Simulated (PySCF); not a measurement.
Job file and geometry (Å, from GFN2-xTB) of an NMR shielding run on `O[Si@@H]1C[SiH2][C@H](F)C1`, C$_{3}$H$_{9}$FOSi$_{2}$, GIAO PBE0/pcSseg-1 NMR shielding, non-relativistic, gas phase (PySCF); density fitting, a coarse starting grid and PySCF grid level 2 are the driver's defaults:

```
$ OMP_NUM_THREADS=1 python probes_run.py task.json out

{"job": {"kind": "nmr", "xc": "PBE0", "basis": "pcSseg-1"}, "charge": 0, "multiplicity": 1}
O     -2.448486    -0.210414     0.397012
Si    -0.987347    -0.116413     1.101310
C     -0.039519     1.481116     0.634021
Si     1.151482     1.025663    -0.778546
C      0.696607    -0.837993    -0.980584
F     -0.387046    -0.896219    -1.874898
C      0.227835    -1.390339     0.358824
H     -2.510790    -0.360740    -0.545140
H     -1.291128    -0.297797     2.513319
H     -0.727519     2.272522     0.344890
H      0.515093     1.862605     1.487766
H      2.564396     1.135162    -0.398405
H      0.879316     1.703808    -2.045613
H      1.464644    -1.468457    -1.440086
H      1.104077    -1.517458     0.992145
H     -0.219215    -2.376100     0.222574
```

Problem. What does the program print?

Solution. 
```
coarse grid: 14264 points
cycle   1  E = -873.0332135769  dE =  6.880e-01  |g| = 8.672e-01  |ddm| = 3.592e+00
cycle   2  E = -872.8960374158  dE =  1.372e-01  |g| = 1.236e+00  |ddm| = 1.699e+00
cycle   3  E = -873.1690202057  dE = -2.730e-01  |g| = 1.126e-01  |ddm| = 1.158e+00
cycle   4  E = -873.1712546315  dE = -2.234e-03  |g| = 4.649e-02  |ddm| = 1.253e-01
cycle   5  E = -873.1717753430  dE = -5.207e-04  |g| = 6.786e-03  |ddm| = 4.602e-02
cycle   6  E = -873.1717854387  dE = -1.010e-05  |g| = 1.975e-03  |ddm| = 9.060e-03
cycle   7  E = -873.1717863762  dE = -9.375e-07  |g| = 5.788e-04  |ddm| = 2.424e-03
final grid: 128640 points
cycle   8  E = -873.2292456324  dE = -2.971e-05  |g| = 9.173e-03  |ddm| = 2.205e-02
cycle   9  E = -873.2292248183  dE =  2.081e-05  |g| = 1.375e-02  |ddm| = 1.822e-02
cycle  10  E = -873.2292638431  dE = -3.902e-05  |g| = 8.525e-04  |ddm| = 1.084e-02
cycle  11  E = -873.2292639589  dE = -1.158e-07  |g| = 2.895e-04  |ddm| = 8.860e-04
cycle  12  E = -873.2292639756  dE = -1.675e-08  |g| = 3.883e-05  |ddm| = 2.702e-04
cycle  13  E = -873.2292639759  dE = -3.172e-10  |g| = 1.193e-05  |ddm| = 5.281e-05
converged SCF energy = -873.2292639759

GIAO shielding tensors (ppm)
atom      isotropic    diamagn.    paramagn.     s11        s22        s33       span
  0 O      293.221     388.335     -95.115    277.726    294.783    307.154     29.428
  1 Si     336.005     878.843    -542.838    311.846    342.146    354.023     42.177
  2 C      196.175     260.313     -64.138    180.808    198.573    209.145     28.337
  3 Si     380.132     880.932    -500.800    320.763    395.892    423.740    102.976
  4 C       92.824     249.298    -156.474     50.163     71.416    156.894    106.732
  5 F      405.335     477.498     -72.163    354.668    391.318    470.019    115.351
  6 C      160.165     256.037     -95.872    152.570    160.633    167.290     14.720
  7 H       30.132      32.490      -2.357     21.260     27.799     41.337     20.077
  8 H       26.360      28.594      -2.234     22.705     24.083     32.294      9.589
  9 H       31.647      31.005       0.642     26.963     27.886     40.093     13.130
 10 H       31.996      30.970       1.026     26.617     28.347     41.023     14.406
 11 H       27.508      29.463      -1.955     23.859     25.094     33.572      9.714
 12 H       27.191      29.390      -2.199     23.663     24.943     32.967      9.304
 13 H       26.135      30.324      -4.190     22.987     25.609     29.808      6.822
 14 H       31.524      32.125      -0.601     27.538     28.245     38.790     11.252
 15 H       30.017      30.952      -0.935     26.161     27.454     36.435     10.274
```

Problem. Turn these shieldings into chemical shifts. References, each an isolated molecule treated in the same way: ¹⁷O (336.08 ppm) vs H2O; ²⁹Si (349.16 ppm) and ¹³C (186.93 ppm) and ¹H (31.72 ppm) vs TMS; ¹⁹F (170.95 ppm) against CFCl3.

Solution. Averaging equivalent atoms: O 0: 42.9; Si 1: 13.2; Si 3: -31.0; C 4: 94.1; C 6: 26.8; C 2: -9.2; F 5: -234.4; H 13: 5.58; H 8: 5.36; H 12: 4.53; H 11: 4.21; H 15: 1.70; H 7: 1.58; H 14: 0.19; H 9: 0.07; H 10: -0.28 ppm. Unscaled 19F shifts against computed CFCl3 carry errors that often reach 10 to 50 ppm. Experimental scales use liquid or dissolved standards, which lie at an offset from isolated H2O (liquid H2O: subtract about 36 ppm).

Size and cost of the density-fitted run: 178 basis functions, 59 s wall time on 1 thread of an Arm Neoverse N1, shared host; peak memory 0.87 GiB.
